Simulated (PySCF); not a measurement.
Compound: C5H7FO (charge +1 and doublet state).
SMILES with atom numbers: `[CH2+:1][CH:2][C:3](=[O:4])[CH2:5][CH2:6][F:7]` (hydrogens: H8, H9 on C1; H10 on C2; H11, H12 on C5; H13, H14 on C6)

Geometry (GFN2-xTB, Å), atoms numbered from 1 in this order:
```
atom  x, y, z in Å
C1     1.871    0.685   -0.380
C2     1.568   -0.235    0.512
C3     0.219   -0.760    0.848
O4    -0.005   -1.827    1.302
C5    -0.945    0.230    0.548
C6    -1.626   -0.167   -0.744
F7    -0.849    0.135   -1.815
H8     2.911    0.907   -0.593
H9     1.173    1.242   -0.991
H10    2.327   -0.773    1.076
H11   -1.649    0.129    1.377
H12   -0.552    1.246    0.493
H13   -1.887   -1.232   -0.811
H14   -2.556    0.420   -0.844
```

The hyperfine couplings belong to this conformer and change with its torsions.

Level of theory: UKS B3LYP, pcH-1 on C F H O, non-relativistic, mean-field spin-orbit, GIAO in PySCF. Geometry: GFN2-xTB, one conformer, isolated ion. Couplings are sensitive to structure, and on GFN2-xTB geometries they can be far from those on DFT ones, by a factor of two or more for some ions and for spin on atoms past the first row. The frame is twisted about the C2–C3 bond at this geometry (dihedral H10–C2–C3–O4 = -22°); couplings at other torsion angles weren't computed. Stability of the SCF solution: not tested.

Problem. What is the g tensor, term by term?

Solution. 
| Δg (ppt) | 1 | 2 | 3 |
| --- | --- | --- | --- |
| relativistic mass correction | -0.27 | -0.27 | -0.27 |
| gauge correction | 0.00 | 0.04 | 0.04 |
| orbital Zeeman/spin–orbit | 0.42 | 2.06 | 6.09 |
| total | 0.15 | 1.82 | 5.86 |

So g = 2.00247, 2.00414, 2.00817 and g_iso = 2.00493; the tensor is rhombic: the two nearest values differ by 29 % of g3 − g1. Axes: g1 points within 11° of the C3–C5 bond.

Problem. What are the electron Larmor frequencies g μB B/h along the three axes at 350 mT?

Solution. 9.8095, 9.8176, 9.8374 GHz for g1, g2 and g3, a range of 28.0 MHz.

Problem. What effective moment and Curie constant follow for a powder?

Solution. With the mean of g² = 4.0197 and S(S+1) = 0.75: μ_eff = √(⟨g²⟩S(S+1)) = 1.736 μB and χT = 0.12505·⟨g²⟩·S(S+1) = 0.377 cm³ K/mol (cgs; spin-Hamiltonian part alone).

Problem. In a frozen sample, at which fields do the three g values resonate at 9.5, 34, 94 and 263 GHz (hyperfine left aside), and which band first spreads them over more than twice a line width of 0.5 mT?

Solution. 
| band | GHz | B(g3) mT | B(g2) mT | B(g1) mT | spread mT |
| --- | --- | --- | --- | --- | --- |
| X | 9.5 | 338.00 | 338.68 | 338.96 | 0.96 |
| Q | 34.0 | 1209.67 | 1212.10 | 1213.12 | 3.45 |
| W | 94.0 | 3344.37 | 3351.11 | 3353.91 | 9.53 |
| J | 263.0 | 9357.13 | 9375.98 | 9383.81 | 26.68 |

The spread grows in proportion to the frequency. Q band is the first where it exceeds 1.0 mT.

The largest Mulliken spin populations are on O4 (+0.63), C5 (+0.18) and C2 (+0.14).

The HOMO–LUMO gaps are 5.78 eV among the α and 2.22 eV among the β orbitals.

The SMILES draws the unpaired electron on C2; the largest computed Mulliken spin population is on O4 (0.63 against 0.14).
